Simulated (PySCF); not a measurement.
## MnF₃: breathing scan

These are results of UB3LYP in PySCF with Mn def2-SVP, F def2-SVP; no relativity; density-fitted integrals, not measurements.

Rigid scan from the quintet minimum (Mn–F 1.720 Å, Mn–F 1.740 Å (×2); F–Mn–F 106.2° (×2), F–Mn–F 147.7°). Coordinate: all bonds to the central atom scaled together. Energies in kJ/mol from the minimum.

(1) Predict the curve at 0.88, 0.92, 0.96, 1.00, 1.04, 1.08, 1.14, 1.22, 1.35.

Answers

(1) 
| scale of all bonds to the centre | E (kJ/mol) | dipole size (D) | ⟨S²⟩ |
| --- | --- | --- | --- |
| 0.88 | 293.0 | 1.11 | 6.01 |
| 0.92 | 111.8 | 1.22 | 6.01 |
| 0.96 | 24.1 | 1.32 | 6.02 |
| 1.00 | 0.0 | 1.41 | 6.03 |
| 1.04 | 18.2 | 1.47 | 6.05 |
| 1.08 | 63.7 | 1.52 | 6.08 |
| 1.14 | 160.1 | 1.54 | 6.20 |
| 1.22 | 303.6 | 1.55 | 6.47 |
| 1.35 | 519.1 | 1.87 | 6.84 |

Spin contamination is strong at 1.22, 1.35, so these points are less reliable.

With open d or f shells other occupations or spin states may lie lower.
